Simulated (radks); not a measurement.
Results of a calculation; reference values are marked as such.
Question: The zirconium ion Zr4+, [Kr]. Level of theory: non-relativistic Kohn-Sham, LDA (Slater exchange, Perdew-Wang correlation), spin-polarised, spherical densities, point nucleus (a radial shooting solver on a logarithmic mesh with Libxc functionals). Every spin shell is full or empty, so the densities are truly spherical. Functionals are evaluated on that one density, not self-consistently. Rank these exchange functionals by their error against the exact value of the orbitals, and give that value: LDA, B88, PBEsol, revPBE, RPBE, AM05, SOGGA, B86b, EV93, TPSS, revTPSS, SCAN, r2SCAN, TASK, MVS.

Answer: Exact: -109.368 hartree. From best to worst, with 100 (|E| - |E exact|)/|E exact| (equal figures are ties): B86b +0.01, B88 +0.03, MVS +0.03, r2SCAN -0.06, EV93 -0.14, TPSS -0.19, RPBE -0.21, SCAN +0.23, revPBE -0.28, revTPSS -0.87, TASK -2.35, PBEsol -2.48, SOGGA -2.50, AM05 -4.95, LDA -5.37.
